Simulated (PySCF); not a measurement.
CH5BrO3Si, SMILES CO[Si](O)(O)Br.

Geometry: PBE-D3(BJ)/def2-SVP. One conformer was computed; it need not be the lowest.

Method: TDA-ωB97X/def2-SVPD (PySCF).

Vertical excitations. Gas-phase values at a fixed geometry.

Question: List the lowest excited states. (The exact figures need the calculation; the answer reports its results.)

Answer: 
| state | energy (eV) | λ (nm) | f | main pairs |
|---|---|---|---|---|
| S1 | 7.56 | 164 | 0.046 | HOMO→LUMO 56 % |
| S2 | 7.60 | 163 | 0.046 | HOMO−1→LUMO 57 %, HOMO−1→LUMO+1 11 % |
| S3 | 8.33 | 149 | 0.037 | HOMO−2→LUMO 54 %, HOMO→LUMO 10 % |
| S4 | 8.52 | 145 | 0.024 | HOMO−1→LUMO+1 17 %, HOMO−1→LUMO+4 13 %, HOMO−1→LUMO 12 %, HOMO→LUMO+1 9 % |
| S5 | 8.60 | 144 | 0.063 | HOMO−4→LUMO 12 %, HOMO−2→LUMO 10 %, HOMO→LUMO+1 10 %, HOMO→LUMO+4 10 % |
| S6 | 8.80 | 141 | 0.163 | HOMO−3→LUMO 30 %, HOMO−4→LUMO 23 %, HOMO→LUMO+4 6 % |
| S7 | 8.86 | 140 | 0.017 | HOMO−3→LUMO 32 %, HOMO−4→LUMO 12 %, HOMO→LUMO+2 8 % |
| S8 | 8.98 | 138 | 0.083 | HOMO−5→LUMO 31 %, HOMO−1→LUMO+4 12 %, HOMO−4→LUMO+2 6 % |
| S9 | 9.12 | 136 | 0.018 | HOMO−1→LUMO+2 21 %, HOMO→LUMO+2 17 %, HOMO−1→LUMO+5 8 %, HOMO−1→LUMO+10 6 % |
| S10 | 9.15 | 135 | 0.002 | HOMO→LUMO+2 20 %, HOMO−1→LUMO+2 16 %, HOMO−4→LUMO 11 % |
| T1 | 7.08 | 175 | 0 | HOMO→LUMO 34 %, HOMO−1→LUMO 14 %, HOMO→LUMO+1 9 %, HOMO→LUMO+4 9 % |
| T2 | 7.11 | 174 | 0 | HOMO−1→LUMO 36 %, HOMO→LUMO 11 %, HOMO−1→LUMO+1 11 %, HOMO−1→LUMO+4 10 % |
| T3 | 7.85 | 158 | 0 | HOMO−2→LUMO 38 %, HOMO−2→LUMO+4 9 %, HOMO−4→LUMO 6 % |
| T4 | 8.15 | 152 | 0 | HOMO−4→LUMO 23 %, HOMO→LUMO 11 %, HOMO−3→LUMO 10 %, HOMO→LUMO+1 5 % |
Triplets are in the Tamm–Dancoff approximation.
